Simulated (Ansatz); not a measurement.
Compare A (`CO[SiH](C)O`) with its isomer B (`OCC[SiH2]O`).

Program: Ansatz. Geometries: PBE0-D4/def2-TZVP. ΔE: electronic, gas phase. CBS: MP2 limit from def2 TZ/QZ plus the TZ coupled-cluster correction, frozen cores. DFT in def2-TZVPP. Each species was taken in one conformer, which may not be the lowest.

A:

Z-matrix (Å, degrees):
```
C
O 1 1.406
H 1 1.098 2 111.7
H 1 1.092 2 108.6 3 119.3
H 1 1.096 2 111.3 3 -121.6
Si 2 1.640 1 123.5 3 48.9
O 6 1.648 2 112.4 1 63.2
C 6 1.845 2 106.7 1 -178.4
H 6 1.494 2 108.0 1 -55.4
H 7 0.957 6 117.8 2 -90.8
H 8 1.093 6 110.1 2 -63.8
H 8 1.092 6 110.8 2 176.6
H 8 1.092 6 110.8 2 55.9
```

B:

```xyz
13

O     0.397    0.301   -1.614
C    -0.871    0.112   -0.991
C    -0.734    0.461    0.476
Si    0.662   -0.478    1.317
O     2.120   -0.043    0.693
H     0.330    0.053   -2.539
H    -1.623    0.745   -1.478
H    -1.191   -0.933   -1.098
H    -1.675    0.232    0.989
H    -0.561    1.536    0.591
H     0.396   -1.937    1.140
H     0.696   -0.175    2.770
H     2.054    0.124   -0.255
```

(1) Which isomer does CCSD(T)/CBS put lower? Give the gap. (Estimate.)

(2) Give E(B) − E(A) in kJ/mol with MP2/def2-TZVPP, PBE0-D4, PBE-D4, r2SCAN-D4, ωB97M-V, CCSD(T)/def2-TZVPP, B2PLYP. (An estimate is asked.)

Largest T1 diagnostic: 0.011.

## Answers

(1) The calculation gave: A, by 143.1 kJ/mol.

(2) The calculation gave: MP2/def2-TZVPP 144.6, PBE0-D4 137.5, PBE-D4 134.6, r2SCAN-D4 146.8, ωB97M-V 143.4, CCSD(T)/def2-TZVPP 141.8, B2PLYP 148.3. None reverses the order clearly.

In def2-TZVPP, CCSD(T) changes the Hartree–Fock value by −15.4 kJ/mol (the triples alone add −2.1 kJ/mol) and MP2 by −12.6 kJ/mol.
